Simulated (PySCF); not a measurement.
Results of a calculation; reference values are marked as such.
## C2H7OSi

C2H7OSi is a small molecule (built as: C site whose three back bonds go to OSiH3, CH3, H), neutral, doublet. The structure, one conformer, was relaxed in the gas phase by PBE0-D3(BJ)/def2-SVP. No frequency run checks that it is a minimum.

SMILES: C[CH]O[SiH3]

```xyz
11

C     0.529    1.099   -0.166
O    -0.645    0.693   -0.713
Si   -1.618   -0.594   -0.265
C     1.461    0.109    0.424
H     0.893    2.037   -0.595
H    -2.815   -0.509   -1.142
H    -0.925   -1.901   -0.476
H    -2.012   -0.483    1.173
H     2.318    0.621    0.886
H     1.865   -0.602   -0.327
H     0.980   -0.501    1.210
```
(Å; atoms numbered from 1)

EPR values by unrestricted B3LYP, IGLO-III on C O Si, pcH-1 on H.

(1) Predict g and the largest hyperfine couplings. Where does the spin sit?

(2) How do the isotropic couplings move with BHandHLYP?

Results:

(1) g = 2.0021, 2.0032, 2.0038. The spin sits on C1 (95 %, bonded to 1 C + 1 O + 1 H) by Mulliken populations.
```json
{"atom": "C1", "isotope": "13C", "isotropic (MHz)": "141.6", "dipolar, principal values (MHz)": "-76.7, -74.7, 151.4"}
{"atom": "H10", "isotope": "1H", "isotropic (MHz)": "135.9", "dipolar, principal values (MHz)": "-4.2, -2.9, 7.1"}
{"atom": "H5", "isotope": "1H", "isotropic (MHz)": "-46.8", "dipolar, principal values (MHz)": "-35.1, -1.5, 36.6"}
{"atom": "H11", "isotope": "1H", "isotropic (MHz)": "62.3", "dipolar, principal values (MHz)": "-4.9, -4.3, 9.3"}
{"atom": "O2", "isotope": "17O", "isotropic (MHz)": "-10.3", "dipolar, principal values (MHz)": "-45.1, 21.9, 23.2"}
{"atom": "C4", "isotope": "13C", "isotropic (MHz)": "-20.7", "dipolar, principal values (MHz)": "-2.1, -1.7, 3.8"}
```

(2) C1 141.6 to 178.2 MHz, H10 135.9 to 136.5 MHz, H5 -46.8 to -60.0 MHz, H11 62.3 to 62.7 MHz.
